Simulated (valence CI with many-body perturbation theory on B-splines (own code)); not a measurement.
**Ir⁷¹⁺: E2, E3, M2 decay**

Calculated by relativistic CI+MBPT: four valence electrons over a frozen Dirac-Fock core [He], a basis of 11 s, 11 p, 10 d, 8 f, 5 g, 2 h functions for each j, with the one-electron correlation potential Σ1 (screened to all orders), the two-electron term Σ2, the three-electron term Σ3, Breit, model QED; selected single and double excitations, second order for the rest, scaled by the run's own slope (own B-spline code, finite nucleus).

The last digits are not significant, and no measured levels were compared; by estimate large intervals hold to a few tenths of a per cent, small ones and those within an open d or f shell to about a per cent. Among the levels kept, up to 1400 cm⁻¹ of a level comes from second order outside the variational space, and about a tenth of that is noise between levels of different J, which matters for small intervals.

Lines 51 to 91 of 91 in falling wavelength, among levels below 16146 eV, chosen from the decays that carry over 1 % of a level's rate. Wavelengths and rates use the calculated energies. Electric multipoles are in the length gauge, E1 and E2 with the static RPA response of the core. S is in atomic units (e²a₀⁴ for E2 and M2, e²a₀⁶ for E3), for M1 in squared Bohr magnetons. Weak lines are less certain than strong ones. Lines between different terms over intervals too small for the method are left out, as are lines whose strength nearly cancels. The highest levels of a list are the least certain.

Levels are named by their leading jj configuration (3d3/2^4 stands for four electrons in 3d with j = 3/2), which in mixed levels can hold well under half, so a name can repeat and another be missing. Letters in brackets count levels of one name in rising energy.

```
λ vac (nm)                           Upper                       Lower  Type   A (s⁻¹)  S (a.u.)
    0.1028      (2s 2p3/2^2 3p3/2) J=2 [c]  (2s 2p1/2 2p3/2^2) J=1 [b]    E2  6.47e+11  3.31e-06
    0.1027      (2s 2p3/2^2 3p3/2) J=2 [c]  (2s 2p1/2 2p3/2^2) J=2 [b]    E2  9.28e+11  4.74e-06
    0.1027          (2s^2 2p3/2 3p3/2) J=3      (2s^2 2p1/2 2p3/2) J=2    E2  9.51e+11  6.79e-06
    0.1027          (2s^2 2p3/2 3p3/2) J=1      (2s^2 2p1/2 2p3/2) J=2    E2  2.01e+12  6.14e-06
    0.1026          (2s 2p3/2^2 3p3/2) J=4  (2s 2p1/2 2p3/2^2) J=2 [a]    E2  1.59e+12  1.46e-05
    0.1025          (2s^2 2p3/2 3p3/2) J=3      (2s^2 2p1/2 2p3/2) J=1    E2  1.39e+12  9.84e-06
    0.1025          (2s^2 2p3/2 3p3/2) J=1      (2s^2 2p1/2 2p3/2) J=1    E2  2.32e+11  7.04e-07
    0.1024          (2s^2 2p3/2 3p3/2) J=2      (2s^2 2p1/2 2p3/2) J=2    E2  1.62e+12  8.15e-06
    0.1023          (2s^2 2p3/2 3p3/2) J=2      (2s^2 2p1/2 2p3/2) J=1    E2  7.01e+11  3.50e-06
    0.1022          (2s^2 2p3/2 3p3/2) J=0      (2s^2 2p1/2 2p3/2) J=2    E2  2.28e+12  2.27e-06
    0.1014      (2s 2p1/2 2p3/2 3d5/2) J=5      (2s 2p1/2^2 2p3/2) J=2    E3  1.72e+10  6.61e-07
    0.1013          (2s 2p3/2^2 3d5/2) J=5      (2s 2p1/2 2p3/2^2) J=3    M2  4.58e+10  4.78e-07
    0.1009          (2s^2 2p3/2 3d5/2) J=4      (2s^2 2p1/2 2p3/2) J=2    M2  7.34e+10  6.17e-07
    0.1009          (2s^2 2p3/2 3d5/2) J=4      (2s^2 2p1/2 2p3/2) J=2    E3  6.71e+09  2.05e-07
    0.1008          (2s^2 2p3/2 3d5/2) J=4      (2s^2 2p1/2 2p3/2) J=1    E3  1.17e+10  3.54e-07
   0.09997       (2p1/2^2 2p3/2 3d3/2) J=2      (2s 2p1/2^2 2p3/2) J=1    E2  4.43e+12  1.98e-05
   0.09990       (2p1/2^2 2p3/2 3d3/2) J=3      (2s 2p1/2^2 2p3/2) J=1    E2  6.30e+12  3.92e-05
   0.09984      (2s 2p1/2 2p3/2 3d3/2) J=4      (2s^2 2p1/2 2p3/2) J=2    E2  7.44e+12  5.93e-05
   0.09975          (2s 2p1/2^2 3d3/2) J=2          (2s^2 2p1/2^2) J=0    E2  8.16e+12  3.60e-05
   0.09923  (2s 2p1/2 2p3/2 3d3/2) J=3 [c]      (2s^2 2p1/2 2p3/2) J=2    E2  4.16e+12  2.50e-05
   0.09922       (2p1/2^2 2p3/2 3d3/2) J=2      (2s 2p1/2^2 2p3/2) J=2    E2  8.29e+12  3.56e-05
   0.09922  (2s 2p1/2 2p3/2 3d5/2) J=4 [a]      (2s^2 2p1/2 2p3/2) J=2    E2  7.50e+11  5.79e-06
   0.09916       (2p1/2^2 2p3/2 3d3/2) J=3      (2s 2p1/2^2 2p3/2) J=2    E2  6.30e+12  3.77e-05
   0.09912       (2p1/2^2 2p3/2 3d3/2) J=1      (2s 2p1/2^2 2p3/2) J=2    E2  1.17e+13  2.99e-05
   0.09908       (2p1/2^2 2p3/2 3d3/2) J=0      (2s 2p1/2^2 2p3/2) J=2    E2  1.27e+13  1.08e-05
   0.09885      (2s 2p3/2^2 3d5/2) J=4 [a]          (2s^2 2p3/2^2) J=2    E2  5.32e+12  4.04e-05
   0.09854      (2s 2p3/2^2 3d5/2) J=1 [a]          (2s^2 2p3/2^2) J=2    E2  1.58e+13  3.93e-05
   0.09851          (2s 2p3/2^2 3d5/2) J=0          (2s^2 2p3/2^2) J=2    E2  2.54e+13  2.10e-05
   0.09849  (2s 2p1/2 2p3/2 3d5/2) J=1 [b]      (2s^2 2p1/2 2p3/2) J=2    E2  1.85e+13  4.58e-05
   0.09828      (2s 2p3/2^2 3d5/2) J=2 [b]          (2s^2 2p3/2^2) J=0    E2  1.53e+13  6.25e-05
   0.09820       (2p1/2^2 2p3/2 3d5/2) J=4      (2s 2p1/2^2 2p3/2) J=2    E2  1.30e+13  9.52e-05
   0.09815  (2s 2p1/2 2p3/2 3d5/2) J=4 [c]      (2s^2 2p1/2 2p3/2) J=2    E2  9.03e+12  6.61e-05
   0.09806  (2s 2p1/2 2p3/2 3d5/2) J=3 [c]      (2s^2 2p1/2 2p3/2) J=1    E2  9.08e+12  5.15e-05
   0.09792      (2s 2p3/2^2 3d5/2) J=4 [b]          (2s^2 2p3/2^2) J=2    E2  1.20e+13  8.68e-05
   0.09789      (2s 2p3/2^2 3d5/2) J=3 [b]          (2s^2 2p3/2^2) J=2    E2  2.80e+12  1.57e-05
   0.09027          (2s^2 2p1/2 4p1/2) J=0      (2s^2 2p1/2 2p3/2) J=2    E2  1.24e+12  6.65e-07
   0.08880          (2s 2p1/2^2 4f7/2) J=3      (2s 2p1/2^2 2p3/2) J=1    E2  7.19e+12  2.48e-05
   0.08822          (2s 2p1/2^2 4f7/2) J=4      (2s 2p1/2^2 2p3/2) J=2    E2  7.99e+12  3.43e-05
   0.08813          (2s^2 2p1/2 4f7/2) J=4      (2s^2 2p1/2 2p3/2) J=2    E2  8.03e+12  3.43e-05
   0.08802          (2s^2 2p1/2 4f7/2) J=3      (2s^2 2p1/2 2p3/2) J=1    E2  6.93e+12  2.29e-05
   0.07867          (2s^2 2p1/2 4f5/2) J=2          (2s^2 2p1/2^2) J=0    E2  7.72e+12  1.04e-05
```
